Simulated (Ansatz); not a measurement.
Si(OH)2Me2 (C2H8O2Si). Total charge 0; singlet. Geometry PBE-D4/def2-SVP, basis def2-TZVP, Ansatz.

```json
{"run": "A", "HOMO (eV)": "-7.17", "LUMO (eV)": "0.49"}
{"run": "B", "HOMO (eV)": "-10.62", "LUMO (eV)": "2.04"}
{"run": "C", "HOMO (eV)": "-8.32", "LUMO (eV)": "0.61"}
{"run": "D", "HOMO (eV)": "-9.69", "LUMO (eV)": "1.21"}
{"run": "E", "HOMO (eV)": "-6.83", "LUMO (eV)": "-0.23"}
```

Q: The runs used BHLYP, PBE, PBE0, r2SCAN, ωB97M-V. Estimate which is which.

A: A r2SCAN (0 % exact exchange); B ωB97M-V (range-separated); C PBE0 (25 % exact exchange); D BHLYP (50 % exact exchange); E PBE (0 % exact exchange). Exact exchange lowers occupied and raises empty levels; among semilocal functionals meta-GGAs tend to open the gap a little, and such runs are hard to tell apart. The gap grows from 6.60 eV (PBE) to 12.65 eV (ωB97M-V).
